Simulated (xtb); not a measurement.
H4Al (SMILES [AlH4-]), charge -1, singlet, geometry from GFN2-xTB (such geometries of metal compounds can be far from the true shape).

Here is a job for xtb.
```
$ xtb mol.xyz --gfn 1 --chrg -1 --alpb hexane --json

# file mol.xyz
5

Al     0.00000000     0.00000000     0.00000000
H      1.18926445    -0.20785140     1.09178746
H     -1.18488180     0.90443151     0.65391954
H     -0.59986665    -1.45031671    -0.43161723
H      0.59548400     0.75373660    -1.31408978
```

Task: Give the total energy at the level GFN1-xTB with ALPB(hexane) run with xtb 6.7.1.

Result: -3.7096 Eh

Task: Estimate the partial charges in atom order that GFN1-xTB with ALPB(hexane) returns for this input.

Result: Al1 -0.06, H2 -0.24, H3 -0.24, H4 -0.24, H5 -0.24

Task: What HOMO-LUMO gap does GFN1-xTB with ALPB(hexane) give?

Result: 9.69 eV
